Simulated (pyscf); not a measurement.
## Hydrogen abstraction: H₃Si–Si•(SiH₃)–SiH₃ (SMILES [SiH3][Si]([SiH3])[SiH3]) + GeH₄ (SMILES [GeH4]) → H₃Si–SiH(SiH₃)–SiH₃ (SMILES [SiH3][SiH]([SiH3])[SiH3]) + GeH₃• (SMILES [GeH3])

Gas phase, doublet surface, charge 0. Bonds broken: Ge14–H15. Bonds formed: Si1–H15. Structures and frequencies: ωB97X-D3(BJ)/def2-SVP in PySCF.

Transition state (Å):

```xyz
18

Si    -0.4874     0.4213     0.2834
Si     1.0514     2.0325    -0.3951
Si    -2.0625     0.0140    -1.3832
Si    -1.5202     1.0399     2.2772
H      2.0792     2.2396     0.6678
H      0.3636     3.3330    -0.6544
H      1.7334     1.5948    -1.6491
H     -1.3814    -0.4266    -2.6366
H     -2.8438     1.2534    -1.6744
H     -3.0086    -1.0547    -0.9450
H     -2.4624    -0.0299     2.7207
H     -0.4947     1.2533     3.3412
H     -2.2889     2.3075     2.0937
Ge     1.3303    -2.6310     0.8934
H      0.3622    -1.0195     0.5651
H      1.0697    -3.0770     2.3445
H      2.8313    -2.3547     0.6847
H      0.8482    -3.7143    -0.0899
```

One imaginary mode, 1348i cm⁻¹; descent along it reached the two sides named.

| bond | change | reactant side (Å) | saddle | product side |
|---|---|---|---|---|
| Ge14–H15 | breaks | 1.539 | 1.908 | 3.1 |
| Si1–H15 | forms | 2.8 | 1.696 | 1.494 |

Electronic energies relative to the separated reactants (kcal/mol):

| level | barrier | reaction energy | reverse barrier |
|---|---|---|---|
| ωB97X-D3(BJ)/def2-TZVP | 7.6 | +3.9 | 3.7 |
| PBE/def2-TZVP | 2.8 | +3.4 | -0.6 |
| r²SCAN/def2-TZVP | 4.7 | +3.3 | 1.3 |
| B3LYP-D3(BJ)/def2-TZVP | 3.5 | +2.4 | 1.2 |
| PBE0-D3(BJ)/def2-TZVP | 3.4 | +2.9 | 0.6 |
| M06-2X/def2-TZVP | 5.7 | -0.5 | 6.3 |
| ωB97M-D3(BJ)/def2-TZVP | 6.6 | +0.7 | 5.9 |
| HF/def2-TZVP | 19.3 | +1.0 | 18.3 |

With ωB97M-D3(BJ)/def2-TZVP energies and thermal terms (ideal gas, 1 atm, RRHO with modes under 100 cm⁻¹ raised to 100, one conformer, R ln 2 for chiral ones without a mode under 150 cm⁻¹), in kcal/mol:

| T (K) | ΔH‡ | ΔG‡ | ΔH | ΔG |
|---|---|---|---|---|
| 298 | 4.2 | 13.0 | -0.1 | -0.8 |
| 600 | 5.5 | 21.4 | +0.2 | -1.7 |
| 900 | 6.6 | 29.2 | +0.3 | -2.6 |
| 1200 | 7.5 | 36.5 | +0.4 | -3.6 |

At PBE this geometry lies under the product side: in single points on another level's saddle the reverse barrier vanishes, and the forward threshold there is about the reaction energy. This is the saddle that the search found; another between the same sides may lie lower. The angle at the transferred H is 179°. Elements up to Kr have no core potential and no relativistic terms here.
